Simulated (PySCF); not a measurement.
PySCF job for HgBr, SMILES [Hg][Br] (connectivity only; charge and spin as stated), neutral, multiplicity 2, B3LYP-D3(BJ)/def2-TZVP. Geometry optimised at B3LYP-D3(BJ)/def2-TZVP. The spin state was assumed, not searched. The def2 effective core potentials stand for the cores of Hg; spin–orbit coupling is left out.

```python
import numpy as np
from pyscf import gto, scf, dft, df
from pyscf.hessian import thermo

mol = gto.M(
    atom='''
    Hg    0.00000000    0.00000000   -0.79630712
    Br    0.00000000    0.00000000    1.82013055
    ''',
    basis='def2-TZVP',
    ecp={'Hg': 'def2-tzvp'},
    charge=0,
    spin=1,
    max_memory=1600,
    verbose=3,
)
mf = dft.UKS(mol, xc='b3lyp').density_fit(auxbasis='def2-universal-jkfit')
mf.disp = 'd3bj'
mf.grids.level = 3
mf.conv_tol = 1e-11
mf.max_cycle = 100
mf.kernel()
fine, coarse = mf.grids, dft.Grids(mol).set(level=1).build(with_non0tab=True)
for _ in range(3):  # follow internal instabilities
    mf.grids = coarse
    mo, _, stable, _ = mf.stability(return_status=True, nroots=4)
    mf.grids = fine
    if stable:
        break
    mf.kernel(mf.make_rdm1(mo, mf.mo_occ))

# [left out here: the lines that compute and print the analytic Hessian (its translational invariance restored by hand, since the grid's response is missing), thermochemistry and intensities]
```

It prints:

```

WARN: HOMO -0.576843072548967 >= LUMO -0.576843072548938

converged SCF energy = -2727.75040063264  <S^2> = 0.75457918  2S+1 = 2.004574
<class 'pyscf.df.df_jk.DFUKS'> wavefunction is stable in the internal stability analysis

WARN: DFTD3 does not support analytical Hessian, using finite difference


WARN: Mole.unit (angstrom) is changed to Bohr

Mode                                 0
Irrep
Freq [cm^-1]                      152.2869
Reduced mass [au]                  96.4317
Force const [Dyne/A]                1.3176
Char temp [K]                     219.1070
Normal mode                   x     y     z
       0  Hg                 0.00  0.00 -0.04
       1  Br                 0.00  0.00  0.09
temperature 298.1500 [K]
pressure 101325.00 [Pa]
Rotational constants [GHz] inf 1.29194 1.29194
Symmetry number 1
Zero-point energy (ZPE) 0.00035 [Eh]   910.878 [J/mol]
                           tot       elec      trans        rot        vib
Entropy [J/mol/K]       274.672      5.763    179.043     78.806     11.060
Cv [J/mol/K]             28.736      0.000     12.472      8.314      7.950
Cp [J/mol/K]             37.051      0.000     20.786      8.314      7.950
Internal energy [J/mol]                      3718.434   2478.956   2589.530
Internal energy [Eh]   -2727.74705  -2727.75040
Enthalpy [J/mol]                             6197.391   2478.956   2589.530
Enthalpy [Eh]          -2727.74611
Gibbs free energy [J/mol]                  -47184.352 -21017.004   -708.076
Gibbs free energy [Eh] -2727.77730
mode   freq/cm-1   IR/(km/mol)
   1      152.29         3.194
max |gradient| / (hartree/bohr): 3.041921336318478e-05
APT charges: [ 0.2874 -0.2874]
```

The calculation finished and met its thresholds.

Cost: around 60 core-seconds (rough).
